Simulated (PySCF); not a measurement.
**`[P@@]1(C#CC)(=[Se])C[C@@H]1C`, C₆H₉PSe**

Geometry:
| atom | x (Å) | y (Å) | z (Å) |
| --- | --- | --- | --- |
| C1 | 3.365 | 0.221 | 0.726 |
| C2 | 2.083 | 0.043 | 0.093 |
| C3 | 0.980 | -0.042 | -0.389 |
| P4 | -0.486 | -0.417 | -1.269 |
| Se5 | -0.487 | -1.860 | -2.792 |
| C6 | -1.508 | 1.095 | -1.289 |
| C7 | -1.921 | 0.057 | -0.230 |
| C8 | -1.780 | 0.429 | 1.222 |
| H9 | 3.258 | 0.184 | 1.810 |
| H10 | 3.792 | 1.183 | 0.441 |
| H11 | 4.037 | -0.575 | 0.409 |
| H12 | -2.181 | 1.235 | -2.126 |
| H13 | -1.080 | 2.016 | -0.914 |
| H14 | -2.833 | -0.485 | -0.466 |
| H15 | -0.812 | 0.892 | 1.405 |
| H16 | -1.869 | -0.450 | 1.858 |
| H17 | -2.562 | 1.135 | 1.501 |

Level of theory: PySCF 2.14.0, TDDFT PBE0/def2-SVPD circular dichroism and optical rotation, one conformer, gas phase. Geometry: GFN2-xTB.

The calculation is non-relativistic, which matters for the atoms heavier than Zn. States above about 5.9 eV (minus the energy of the highest occupied orbital) lie near or above the ionisation threshold and depend on the basis.

Task: Draw the ECD and absorption spectra from the lowest 12 states, each a Gaussian of half-width 0.3 eV at 1/e height.

Result: 
```csv
E (eV),λ (nm),Δε (L mol⁻¹ cm⁻¹),ε (L mol⁻¹ cm⁻¹)
3.37,368,+0.01,15.2
3.52,353,+0.05,66.3
3.67,338,+0.11,199
3.82,325,+0.07,506
3.97,313,-0.12,1250
4.12,301,-0.02,2660
4.27,291,+0.73,4010
4.42,281,+1.40,3960
4.57,272,+1.09,2500
4.72,263,+0.05,1050
4.87,255,-1.53,483
5.02,247,-3.63,613
5.17,240,-5.31,1080
5.32,233,-5.62,1970
5.47,227,-4.32,3340
5.62,221,-1.57,4550
5.77,215,+0.72,4750
```
Δε uses R in velocity form, ε uses f in length form. Only the states computed contribute, so the short-wavelength end is incomplete.
